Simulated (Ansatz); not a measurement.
H3Al (SMILES [AlH3]), singlet, geometry from GFN2-xTB (such geometries of metal compounds can be far from the true shape); Ansatz (an electronic-structure program) with HF/aug-cc-pVDZ.

Ansatz was given this input:
Ansatz 0.2 input:
```yaml
crystal:
  periodic: [false, false, false]
  atoms:
    - {symbol: Al, position_ang: [-0.00000000, -0.00000000, -0.00000000]}
    - {symbol: H, position_ang: [0.64279377, -0.45514932, 1.33855567]}
    - {symbol: H, position_ang: [-0.27575805, 1.50677855, -0.25622634]}
    - {symbol: H, position_ang: [-0.36703572, -1.05162922, -1.08232933]}
basis:
  gaussian:
    orbitals: aug-cc-pVDZ
hamiltonian:
  xc: hf
```

Predict the main parts of the log of this Ansatz run.


```
Functional definition: HF
627 factors; their error is unknown
mean field evaluation 1: about -6628.9130 eV, gradient 8.2e0 eV
mean field evaluation 2: about -6629.2848 eV, gradient 2.1e0 eV
mean field evaluation 4: about -6629.3141 eV, gradient 1.5e-1 eV
mean field evaluation 8: about -6629.5558 eV, gradient 4.1e-5 eV
mean field -6629.55578035 eV, -243.6316812535 hartree, gradient 4.1e-5 eV, S^2 0.000000; 0 other end points of the search recorded, 0 dependent functions left out
reference -6629.55578035 eV, -243.6316812535 hartree; 8, 8 occupied and 46, 46 virtual orbitals, 627 factors
Total energy: -6629.55578035 eV, -243.6316812535 hartree
```
